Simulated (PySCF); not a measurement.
Correlation energy of P⁻ (phosphorus, charge -1)

[Ne] 3s2 3p4, high-spin 3P determinant. Computed with PySCF 2.14 in aug-cc-pV(D+d)Z (5s4p3d, 32 functions), with the non-relativistic Hamiltonian (point nucleus). Frozen: [Ne]; 6 electrons correlated.

```
  level  correlation energy (mhartree)
   CCSD                        -111.71
    (T)                          -3.62
CCSD(T)                        -115.33
  CCSDT                        -116.24
```

Diagnostics: T1 = 0.014, D1 = 0.0323, largest double amplitude 0.063.

Is a single reference adequate?

Yes: T1 lies below 0.03 and no double amplitude reaches 0.07.
